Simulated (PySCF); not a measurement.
Compound: C₆H₅FO.
Z-matrix (Å and degrees, PBE0-D3(BJ)/def2-SVP geometry), rows numbered from 1:
```
O 
C   1  1.3511
C   2  1.3981  1  122.83
C   3  1.3940  2  120.49  1   179.86
C   4  1.3877  3  119.30  2     0.00
F   5  1.3354  4  119.55  3  -179.93
C   5  1.3907  4  121.01  3     0.05
C   7  1.3903  5  119.52  4    -0.03
H   1  0.9626  2  109.35  3     0.83
H   3  1.0943  2  119.87  1    -0.07
H   4  1.0915  3  121.17  2  -179.96
H   7  1.0916  5  119.30  4   179.95
H   8  1.0914  2  118.69  1     0.14
```

Level of theory: PBE0-D3(BJ)/def2-SVP geometry optimisation, gas phase (PySCF).

Take the most abundant isotopes and a rigid rotor. The values belong to one conformer with, in the numbering `[OH:1][c:2]1[cH:3][cH:4][c:5]([F:6])[cH:7][cH:8]1`, H–O1–C2–C3 1°.

Problem. Give the principal moments of inertia and the rotational constants in MHz.

Solution. Ia = 89.40, Ib = 346.91, Ic = 436.30 u·Å²; 505379 MHz·u·Å²/I gives A = 5653, B = 1457, C = 1158 MHz.

Problem. What kind of rotor is it?

Solution. An asymmetric top. Ray's parameter κ = (2B − A − C)/(A − C) = -0.867; −1 is the prolate and +1 the oblate limit.

Problem. What does the inertial defect say?

Solution. Planar: Δ = Ic − Ia − Ib = 0.00 u·Å². For a rigid frame Δ = −2 Σ m c², so it vanishes when all atoms lie in the ab plane; here none is more than 0.01 Å from it.

Problem. Give the coordinates in the principal-axis frame, origin at the centre of mass.

Solution. The sense of each axis is arbitrary; atoms in the order of the calculation.
```
atom  mass (u)   a (Å)   b (Å)   c (Å)
  O1    15.995  -2.790   0.057  -0.002
  C2    12.000  -1.440  -0.001   0.000
  C3    12.000  -0.733  -1.207   0.001
  C4    12.000   0.661  -1.210   0.001
  C5    12.000   1.343  -0.002   0.000
  F6    18.998   2.678   0.001  -0.001
  C7    12.000   0.657   1.208   0.001
  C8    12.000  -0.734   1.207   0.001
  H9     1.008  -3.148  -0.836   0.009
 H10     1.008  -1.277  -2.157   0.000
 H11     1.008   1.223  -2.146   0.001
 H12     1.008   1.221   2.142   0.001
 H13     1.008  -1.296   2.143   0.002
```

Problem. Which types of transition are allowed, and where do some lines up to J = 2 fall?

Solution. The dipole components are |μa| = 1.59 D, |μb| = 1.34 D, |μc| = 0.00 D; the mirror of this Cs structure is the ab plane, so μc vanishes by symmetry (the 0.02 D computed is a residue) and there are no c-type lines. Intensities carry the squares of the components, which stand as 1.00 : 0.71 (a : b). Some lines, for components of 0.1 D or more:

| type | branch | J(Ka,Kc) | MHz | lower level (cm⁻¹) |
| --- | --- | --- | --- | --- |
| a | Q | 2(1,1) ← 2(1,2) | 895 | 0.392 |
| b | R | 2(0,2) ← 1(1,1) | 1018 | 0.227 |
| a | R | 1(0,1) ← 0(0,0) | 2615 | 0.000 |
| b | Q | 1(1,0) ← 1(0,1) | 4495 | 0.087 |
| b | Q | 2(1,1) ← 2(0,2) | 4809 | 0.261 |
| a | R | 2(1,2) ← 1(1,1) | 4932 | 0.227 |
| a | R | 2(0,2) ← 1(0,1) | 5215 | 0.087 |
| a | R | 2(1,1) ← 1(1,0) | 5529 | 0.237 |
| b | R | 1(1,1) ← 0(0,0) | 6812 | 0.000 |
| b | R | 2(1,2) ← 1(0,1) | 9128 | 0.087 |
| b | Q | 2(2,0) ← 2(1,1) | 12605 | 0.422 |
| b | Q | 2(2,1) ← 2(1,2) | 13485 | 0.392 |
| b | R | 2(2,1) ← 1(1,0) | 18118 | 0.237 |
| b | R | 2(2,0) ← 1(1,1) | 18432 | 0.227 |

No PBE0-D3(BJ)/def2-SVP frequencies stand behind this structure, so it isn't proved a minimum. These are rigid-rotor constants of the computed structure; measured ground-state constants (B0) also hold zero-point vibration.

Cost: about 29 s of CPU time on one thread; the machine was shared, so the figure is rough. These figures are those of the optimisation.
